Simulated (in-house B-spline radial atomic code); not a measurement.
A run on Zr- that did not converge. Method: scalar-relativistic (X2C) TPSSh, spin-polarised, spherical fractional occupations, exact exchange averaged over the configuration, Fermi nucleus of rms radius 4.2694 fm; computed with a B-spline radial code for spherical atoms.

Command:
```bash
python run_scf.py task.json out
```
Settings (nuclear radius in fm, mass in u):
```
Z                40
configuration    [Kr] 4d3 5s2
hamiltonian      x2c
method           tpssh
spin_polarised   True
nucleus          fermi
rms_radius       4.2694
atomic_mass      89.9047
speed_of_light   137.035999084
exact_exchange   averaged over the configuration
```

First and last ten iterations of the last attempt (damped for 15 steps, keeping 80 % of the old Fock matrix, then DIIS):
```
 iter        energy (Eh)    residual
    1       -3596.423504    6.36e-02
    2       -3597.167442    1.23e-01
    3       -3597.611565    8.72e-02
    4       -3597.859761    6.00e-02
    5       -3597.996012    4.22e-02
    6       -3598.069377    2.94e-02
    7       -3598.108078    2.09e-02
    8       -3598.128086    1.44e-02
    9       -3598.138298    1.06e-02
   10       -3598.143547    8.23e-03
  111       -3595.098610    2.35e-01
  112       -3596.245342    1.31e-01
  113       -3597.904218    5.78e-02
  114       -3596.972727    5.73e-02
  115       -3598.055934    2.89e-02
  116       -3598.120620    1.39e-02
  117       -3598.144090    5.55e-03
  118       -3597.006976    5.65e-02
  119       -3597.000962    5.64e-02
  120       -3597.003326    5.65e-02
 not converged after 120 iterations
```

The smallest residual met was 4.2e-03; the threshold is about 4e-07. No energy from this run should be used. Cost of the run: 10 s on 1 thread of Arm Neoverse N1, on a shared host.
